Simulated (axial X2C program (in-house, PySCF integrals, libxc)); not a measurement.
Which molecule gave these maps?

PBE0 fields computed with an in-house all-electron X2C program for linear molecules (integrals from PySCF), two-component, near the equilibrium distance, one atom at z = 0.

The maps cover the half plane through the axis: z from -2.4 to 4.2 Å along the bond, ρ from 0.15 to 2.25 Å away from it (steps of 0.3 Å, the bottom row nearest the axis).

log10 of the density in e/bohr³:

digits 0 to 9 span -4.93 to 1.39 evenly
```
22233333333322222111000
23333333333333222211100
23333444444333333222110
33344444444444444332210
33344455555445554433211
33444556665556665543221
33445567876567776543321
34445578987667887654321
```

Electron localisation function (collinear form, no current term, damped to 0 at low density):

digits 0 to 9 span 0.00 to 1.00 evenly
```
36788887753100000000000
68888877642100000000000
78988765432100000000000
89987543221001222100000
99986321111014554310000
99874223431036776521000
99863247773158888641000
99863266766178148742000
```

Axial spin density in 10⁻³ e/bohr³:

digits 0 to 9 span -9.95 to 9.95 evenly, values beyond are clipped
```
55555444444444444444555
55555555544444444445555
55555555555544444455555
55555667766554444555555
55567899999654455555555
55679999999854555555555
55689999999945985555555
55689999999949996555555
```

Problem. Which molecule is it?
A. MnF⁻
B. MoN⁺
C. LiP⁻
D. NbBr⁺

Solution. A. MnF⁻, with Mn at z = 0 and F at z = 1.892 Å, state Ω = 5/2 (⟨Sz⟩ = 2.50, ⟨Lz⟩ = 0.00 at PBE0), basis Mn dyall-acv3z [10s11p7d4f2g], F dyall-av3z [7s6p3d2f] (cores contracted in-house). The state is one determinant whose occupation by symmetry is held fixed; it was picked as the lowest of a PBE0 search that is not exhaustive. Density functionals use the spin component along the axis (collinear). With several unpaired electrons one determinant need not be a pure state. The highest occupied level of some functionals is positive through self-interaction error; at Hartree–Fock it is bound. This is the top spin component of a Σ state; components of lower Ω are not single determinants and can lie lower.
